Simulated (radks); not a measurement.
The numbers below are computed, except where a source is named.
Question: The tin anion Sn4-, [Xe], held by a Watson sphere: a shell of charge +3.49 at radius R that stands for the Madelung well of a crystal (potential energy -3.49/R inside, -3.49/r outside, in hartree with lengths in bohr). Level of theory: scalar-relativistic Kohn-Sham, r2SCAN, spin-polarised, spherical densities, finite nucleus; meta-GGA in the generalised Kohn-Sham scheme; Fermi nuclear charge, rms radius of each element as measured or else 0.836 A^(1/3) + 0.57 fm (a radial shooting solver on a logarithmic mesh with Libxc functionals).

R (bohr)  e(4d) (eV)  e(5s) (eV)  e(5p) (eV)  <r> 5p (bohr)  sum of <r^2> (bohr^2)  X-ray form factor at sin(theta)/lambda = 0.1 1/angstrom
3.05         -22.434      -9.457      -3.101          3.243                  111.3                                                   47.861
3.29         -22.134      -8.954      -2.879          3.371                  117.8                                                   47.663
3.32         -22.105      -8.896      -2.852          3.388                  118.7                                                   47.639
3.59         -21.916      -8.418      -2.614          3.536                  126.5                                                   47.429
3.75         -21.848      -8.171      -2.480          3.625                  131.3                                                   47.311
5.06         -21.838      -6.968      -1.636          4.380                  176.7                                                   46.571
5.08         -21.841      -6.959      -1.627          4.391                  177.5                                                   46.563
5.66         -21.954      -6.767      -1.392          4.737                  201.3                                                   46.368

Estimate the row for R = 2.4 bohr.

Answer: e(4d) (eV) -24.335; e(5s) (eV) -11.166; e(5p) (eV) -3.672; <r> 5p (bohr) 2.914; sum of <r^2> (bohr^2) 95.40; X-ray form factor at sin(theta)/lambda = 0.1 1/angstrom 48.421.
